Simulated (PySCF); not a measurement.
Nitrogen: a sound run and one with changed settings

Sound run: N⁺ [He] 2s2 2p2, N²⁺ [He] 2s2 2p1. Calculation: PySCF 2.14, in cc-pVDZ; the non-relativistic Hamiltonian (point nucleus). The sound run starts from symmetry-adapted Hartree-Fock orbitals and uses a fine grid where one is needed.

Changed run: 14 angular points. This setting is unsound on purpose.

| species | method | sound run (hartree) | changed run (hartree) | converged |
| --- | --- | --- | --- | --- |
| N⁺ | UHF | -53.88047 | -53.88047 | yes |
| N⁺ | MN15 | -53.99684 | -53.99497 | yes |
| N⁺ | TPSS | -54.06369 | -54.06497 | yes |
| N²⁺ | UHF | -52.80564 | -52.80564 | yes |
| N²⁺ | MN15 | -52.90120 | -52.89568 | yes |
| N²⁺ | TPSS | -52.96466 | -52.96351 | yes |

Ionisation energy of N⁺:

| method | sound run (eV) | changed run (eV) |
| --- | --- | --- |
| UHF | 29.247 | 29.247 |
| MN15 | 29.814 | 29.913 |
| TPSS | 29.906 | 29.972 |

A coarse angular grid integrates products of high-l functions wrongly, so density functionals can shift, and the SCF can exploit the error; Hartree-Fock and MP2 need no grid.

For comparison, NIST gives 29.601 eV between the lowest levels.
